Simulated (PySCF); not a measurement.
Sn(Cl)3(NH2) (Cl3H2NSn), SMILES [Sn]([Cl])([Cl])([Cl])[NH2]. The structure is a stationary point at B3LYP-D3(BJ)/def2-SVP. The structure was generated by enumeration; whether it is a known compound was not checked. The def2 effective core potentials stand for the cores of Sn; spin–orbit coupling is left out. Other conformers were not sampled.

Q: Give the equilibrium geometry at B3LYP-D3(BJ)/def2-SVP (PySCF confirms it by a frequency run) as a Z-matrix. (An estimate is asked for; the answer gives what the named calculation found.)

A: Several could match; the one computed here: 
```
Sn
N 1 2.0291
H 2 1.0222 1 111.29
H 2 1.0223 3 107.89 1 121.97
Cl 1 2.3400 2 108.40 3 -64.24
Cl 1 2.3405 2 107.93 3 176.60
Cl 1 2.3563 2 115.48 3 56.13
```
